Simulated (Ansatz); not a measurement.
Ga, charge +2, doublet (a state made from the parent by changing its charge; the spin is typed, not shown lowest).

Ansatz (an electronic-structure program) was given this input:
Ansatz 0.2 input:
```yaml
crystal:
  periodic: [false, false, false]
  atoms:
    - {symbol: Ga, position_ang: [0.00000000, 0.00000000, 0.00000000]}
basis:
  gaussian:
    orbitals: def2-TZVP
hamiltonian:
  xc: blyp
total_charge: 2
magnetization: {spin_polarized: false, initial_magnetization: 1}
```

Question: Estimate the total energy that BLYP/def2-TZVP in Ansatz returns for this input.

Answer: -1923.915993 Ha

Question: Give the number of basis functions at the level BLYP/def2-TZVP.

Answer: 48
